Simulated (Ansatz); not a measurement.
`COC(C)(C)C` and `CC(C)(C)OC(C)(C)C` differ in one atom or group.

Ansatz, PBE0-D4/def2-TZVP geometries, multiplicity 1. 

```csv
property,`COC(C)(C)C`
HOMO–LUMO gap (PBE/def2-TZVPP) / eV,5.99
HOMO energy (PBE0/def2-TZVPP) / eV,-7.24
HOMO energy (ωB97M-V/def2-TZVPP) / eV,-9.66
LUMO energy (PBE0/def2-TZVPP) / eV,1.12
HOMO–LUMO gap (B3LYP/def2-TZVPP) / eV,7.80
HOMO–LUMO gap (ωB97M-V/def2-TZVPP) / eV,12.18
```

(1) Give the same properties after the change, and the shifts. (Estimate.)

Answers

(1) The calculation gave: 
```json
{"property": "HOMO–LUMO gap (PBE/def2-TZVPP) / eV", "`CC(C)(C)OC(C)(C)C`": "5.77", "shift": "-0.22"}
{"property": "HOMO energy (PBE0/def2-TZVPP) / eV", "`CC(C)(C)OC(C)(C)C`": "-7.11", "shift": "0.13"}
{"property": "HOMO energy (ωB97M-V/def2-TZVPP) / eV", "`CC(C)(C)OC(C)(C)C`": "-9.52", "shift": "0.14"}
{"property": "LUMO energy (PBE0/def2-TZVPP) / eV", "`CC(C)(C)OC(C)(C)C`": "0.98", "shift": "-0.14"}
{"property": "HOMO–LUMO gap (B3LYP/def2-TZVPP) / eV", "`CC(C)(C)OC(C)(C)C`": "7.54", "shift": "-0.26"}
{"property": "HOMO–LUMO gap (ωB97M-V/def2-TZVPP) / eV", "`CC(C)(C)OC(C)(C)C`": "11.88", "shift": "-0.30"}
```

With PBE0 the HOMO rises by 0.13 eV and the LUMO falls by 0.14 eV, so the gap narrows by about 0.27 eV. PBE moves the HOMO by 0.08 eV and ωB97M-V by 0.14 eV.

B3LYP here is the variant with VWN-RPA as its local correlation; programs differ in this.
